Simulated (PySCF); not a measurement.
Species: C3H6FO2S2 (doublet state).
Numbering: `[CH3:1][S:2](=[O:3])(=[O:4])[CH2:5][S:6][CH:7][F:8]` (hydrogens: H9, H10, H11 on C1; H12, H13 on C5; H14 on C7)

Geometry (GFN2-xTB, Å), atoms numbered from 1 in this order:
```xyz
14
C3H6FO2S2 angstrom
C     -2.1415    0.0459   -0.0195
S     -0.8836   -1.2108   -0.3560
O     -1.1393   -2.3603    0.4622
O     -0.7620   -1.3947   -1.7703
C      0.6672   -0.4646    0.2644
S      0.8676    1.1693   -0.4997
C      2.5234    1.4440   -0.1384
F      2.9520    1.1075    1.0957
H     -3.1040   -0.4079   -0.2216
H     -1.9696    0.8869   -0.6783
H     -2.0709    0.3293    1.0223
H      0.6004   -0.3860    1.3457
H      1.4900   -1.1109   -0.0302
H      2.9697    2.3518   -0.5085
```

The hyperfine couplings belong to this conformer and change with its torsions.

Theory: PySCF 2.14.0, UKS B3LYP, pcH-1 on C F H O S, non-relativistic, mean-field spin-orbit, GIAO. The structure is a single GFN2-xTB conformer in the gas phase; no vibrational or solvent corrections. A GFN2-xTB geometry isn't a minimum of the functional, and hyperfine couplings can be far from their values at a DFT geometry. Stability of the SCF solution: not tested.

Problem. What are g_iso and the isotropic 19F coupling of F8?

Solution. g_iso = 2.00466 and a = +231.07 MHz, or +8.235 mT (Mulliken spin population +0.06).

Problem. For one electron spin and this one nucleus (I = 1/2, g_N = 5.2577), compare first-order, second-order and exact resonance fields at 9.349 GHz.

Solution. First order: B = B0 − a·mI with B0 = 333.207 mT. Second order subtracts a²[I(I+1) − mI²]/(2B0). The exact fields come from the Breit–Rabi levels of H = g μB B Sz − g_N μN B Iz + a S·I.

| mI | first order (mT) | second order (mT) | exact (mT) | exact − first order |
| --- | --- | --- | --- | --- |
| −1/2 | 337.324 | 337.274 | 337.274 | -0.050 |
| +1/2 | 329.089 | 329.038 | 329.038 | -0.051 |

Problem. What g and a would be read from the two outer exact lines by first-order rules?

Solution. Their midpoint, 333.156 mT, gives an apparent g of 2.00496 (true 2.00466), and their distance over 2I an apparent |a| of 8.237 mT (true 8.235).

Other couplings of abundant isotopes, left aside here: 1 × 1H 28 MHz, 2 × 1H 7 MHz.

Nuclei that the bonding pattern makes equivalent are averaged, as if the motion that swaps them (rotation, inversion, ring flip) were fast.
